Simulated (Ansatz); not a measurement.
Cost and result up the ladder for Al₇H (8 atoms). Charge 0, multiplicity 1. Geometry: B3LYP-D4/def2-SVP.

```xyz
8

Al   -1.886   -0.797   -1.409
Al    0.328   -2.321    1.100
Al    1.425    1.952    0.513
Al   -0.531    0.139    0.875
Al    2.117   -0.519    0.711
Al   -0.236    1.157   -1.430
Al   -2.227   -1.978    0.865
H     1.009    2.368   -1.225
```

Ansatz on 4 threads of AMD EPYC 7B13 on a shared host. Times are rough, and most runs start from the orbitals of an earlier one. No level here is sound enough to serve as a yardstick. Binding counts from free atoms at the same level (Al doublet, H doublet; other spins of the atoms weren't run), without zero-point energy or a counterpoise term.

LC-ωPBE has ω = 0.4 bohr⁻¹. Correlated methods freeze 35 core orbitals. Another isomer (singlet) lies 0.79 eV lower at PBE0-D4/def2-TZVP; other spin states weren't run for this one.

Run but left out: HF/STO-3G, BHLYP-D4/def2-TZVP (restricted singlet, unstable in another Hartree–Fock run and untested here).

Correlated methods converge slowly with the basis.

```csv
level,functions,wall time,binding energy per atom (eV),remarks
PBE-D4/def2-SVP,131,1.8 s,2.21,restricted SCF unstable in HF
PBE0-D4/def2-SVP,131,2.5 s,2.12,restricted SCF unstable in HF
BLYP-D4/def2-TZVP,265,3.7 s,1.92,restricted SCF unstable in HF
PBE-D4/def2-TZVP (with forces),265,4.7 s,2.21,restricted SCF unstable in HF
LC-ωPBE/def2-TZVP,265,6.5 s,1.88,restricted SCF unstable in HF
PBE0-D4/def2-TZVP,265,8.5 s,2.12,restricted SCF unstable in HF
r2SCAN-D4/def2-TZVP,265,8.5 s,2.20,restricted SCF unstable in HF
MP2/def2-TZVP,265,10 s,2.13,restricted SCF unstable
CCSD(T)/def2-TZVPP,308,9 min,2.00,"large T1 (0.037), restricted SCF unstable"
```
